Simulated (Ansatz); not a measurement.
Geometry optimisation, RKS CAM-B3LYP/cc-pVDZ (Ansatz 0.2.0).

The input (input.yaml):

```yaml
crystal:
  periodic: [false, false, false]
  atoms:
    - { symbol: B, position_ang: [0.117505, -0.271672, -0.179654] }
    - { symbol: F, position_ang: [0.10306, -0.584965, 1.130635] }
    - { symbol: "N", position_ang: [1.345006, -0.190335, -0.840205] }
    - { symbol: H, position_ang: [2.227328, -0.349841, -0.378853] }
    - { symbol: H, position_ang: [1.405459, 0.058434, -1.81745] }
    - { symbol: O, position_ang: [-1.05909, -0.108689, -0.845924] }
    - { symbol: H, position_ang: [-1.820454, -0.111652, -0.255031] }
    - { symbol: Cl, position_ang: [-0.216374, 2.453281, 1.196742] }
    - { symbol: H, position_ang: [0.037759, 1.373039, 1.93484] }
basis:
  gaussian: { orbitals: cc-pVDZ }
hamiltonian:
  xc: cam_b3lyp
relax:
  f_tol: 0.03
  max_steps: 50
```

Launched with:

```bash
$ ansatz run input.yaml --threads 4 --pin off --max-ram 5120MiB --backend cpu --events-out ev --progress --plain --runs-dir out
```

**Question.** Where does it end, and by what steps?

**Answer.** It converged. The force dipped under the threshold on the way, but the program's further checks kept it going. After 34 steps the energy has fallen by 0.206 eV; Cl8 moved furthest, 1.73 Å.

| step | energy less start (eV) | largest force component (eV/Å) | accepted |
| --- | --- | --- | --- |
| 0 | 0.0000 | 0.893 | yes |
| 2 | -0.0599 | 1.491 | yes |
| 4 | -0.1383 | 0.456 | yes |
| 6 | -0.1504 | 0.167 | yes |
| 8 | -0.1586 | 0.163 | yes |
| 10 | -0.1607 | 0.056 | yes |
| 12 | -0.1626 | 0.124 | yes |
| 14 | -0.1636 | 0.029 | yes |
| 16 | -0.1634 | 0.154 | no |
| 18 | -0.1654 | 0.109 | yes |
| 20 | -0.1672 | 0.197 | yes |
| 22 | -0.1717 | 0.349 | yes |
| 24 | -0.1814 | 0.203 | yes |
| 26 | -0.1940 | 0.206 | yes |
| 28 | -0.2004 | 0.060 | yes |
| 30 | -0.2035 | 0.129 | yes |
| 32 | -0.2048 | 0.145 | no |
| 34 | -0.2058 | 0.007 | yes |

```xyz
9
Properties=species:S:1:pos:R:3
B -0.188 -0.212 -0.402
F -0.779 0.369 0.696
N 1.149 0.065 -0.671
H 1.706 0.683 -0.097
H 1.624 -0.334 -1.468
O -0.942 -1.035 -1.177
H -1.846 -1.118 -0.850
Cl 1.197 2.291 2.183
H 0.219 1.558 1.730
```

Whether the end is a true minimum wasn't checked by a vibrational analysis.

Time of the run: 43 s on 4 threads of Arm Neoverse V2 (shared host), peak memory 0.23 GiB.
